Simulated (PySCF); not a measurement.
Compound: C8H9FSi.
Cartesian coordinates in Å at the GFN2-xTB level; atoms count from 1:
```xyz
19
C8H9FSi angstrom
C      1.4268    2.1734    1.2714
C      0.7103    1.6832    0.4477
C     -0.1667    1.0580   -0.5269
C      0.5951   -0.0401   -1.2885
C      0.6951   -1.2494   -0.4008
C      1.7117   -2.0893   -0.4203
F      2.7667   -1.9470   -1.2552
Si    -0.7994   -1.3255    0.7456
C     -1.3150    0.4147    0.2265
C     -2.4629    1.0375    0.4405
H      2.0583    2.6204    1.9798
H     -0.5275    1.8300   -1.2160
H      0.0250   -0.3080   -2.1834
H      1.5805    0.3076   -1.6046
H      1.8183   -2.9644    0.2028
H     -1.7711   -2.3464    0.3430
H     -0.4364   -1.4557    2.1570
H     -3.2633    0.5713    0.9901
H     -2.6552    2.0391    0.0837
```

Probes without a nucleus sit at each ring's centroid and 1 Å off its mean plane on both sides; NICS is minus the shielding there, NICSzz its component along the normal. Level: GIAO PBE0/pcSseg-1 (PySCF, non-relativistic, gas phase) on the GFN2-xTB geometry, one conformer.

Ring bond lengths (Å), with Mayer bond orders in brackets: C3–C4 1.538 (1.03), C4–C5 1.503 (0.99), C5–Si8 1.885 (0.84), Si8–C9 1.888 (0.85), C9–C3 1.517 (0.97).

Q: What do the NICS probes read (ppm)?

A: 
```
           ring                                              type  NICS(0)  NICS(1), two faces  NICS(1)zz, two faces  rms pucker (Å)  centre to ring atoms, mean (Å)
C3–C4–C5–Si8–C9  5-membered ring with Si; formal bonds all single     -2.0         -2.9 / -3.0           -2.0 / -1.9            0.16                            1.39
```

Q: What do they say, and how far can they be read as aromaticity?

A: 
- C3–C4–C5–Si8–C9: mean NICS(1)zz -2.0 ppm, near zero. C3, C4, Si8 have four or more neighbours, so the value isn't read as a sign of a π ring current.

Q: What is the mean of the two in-plane components of NICS at the first NICS(1) probe listed for ring C3–C4–C5–Si8–C9, 1 Å off the ring?

A: The isotropic value is a third of the trace: (3 × -2.9 − (-2.0))/2 = -3.3 ppm.
